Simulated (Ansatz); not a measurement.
# Energy profile

The step: SiH₄O ([OH][SiH3]) + BH₂F ([BH2][F]) → BSiH₅O ([BH2][O][SiH3]) + HF; bonds formed: F2–H5; dative contacts that become bonds: B1–O6; bonds broken: B1–F2, H5–O6 (atoms numbered as in the saddle structure below).

```
10
angstrom
B -1.3611 0.1594 -0.0622
F -1.6417 -1.4522 -0.0772
H -2.1531 0.6453 0.6875
H -1.2862 0.5262 -1.2015
H -0.6457 -1.2906 0.3651
O -0.0397 -0.1805 0.5741
Si 1.4631 0.2994 0.0337
H 2.4587 -0.3993 0.8780
H 1.6354 -0.0753 -1.3917
H 1.5703 1.7676 0.1941
```

Electronic energies by CCSD(T) at an estimated basis limit (MP2 extrapolated from triple and quadruple zeta, plus CCSD(T) − MP2 in triple zeta), on PBE0-D4/def2-TZVP structures; BSiH6OF, singlet; no counterpoise correction. Ansatz 0.2.0; basis: def2-TZVPP and def2-QZVPP; cores frozen in the correlated methods. Extrapolation: Hartree–Fock as exp(−7.88 √X), correlation as X^−2.97.

(1) Give the profile in kJ/mol, counted from the separated reactants. (Judge from chemistry; the value comes from the calculation.)

No T1 diagnostic of these runs exceeds 0.014.

## Answers

(1) Computed:
```
                                                                                                                          point  kJ/mol
separated: BH2F (linked as [BH2][F]; B1, F2, H3, H4; singlet) + SiH4O (linked as [OH][SiH3]; H5, O6, Si7, H8, H9, H10; singlet)     0.0
                                                                                                                start structure   -34.0
                                                                                                                         saddle    54.5
                                                                                                                  end structure   -26.3
                 separated: BSiH5O (linked as [BH2][O][SiH3]; B1, H3, H4, O6, Si7, H8, H9, H10; singlet) + HF (F2, H5; singlet)     0.8
```

The step is the kind of ligand exchange by which a precursor binds to a hydroxyl group, or is hydrolysed, in atomic layer deposition of oxides.

For scale, one of the runs: CCSD(T)/def2-TZVPP, 219 basis functions (an equivalent command: `ansatz run in.yaml --threads 4`). Hardware: 4 CPU threads, shared host. Wall time 50 s; peak host memory 3.4 GiB.
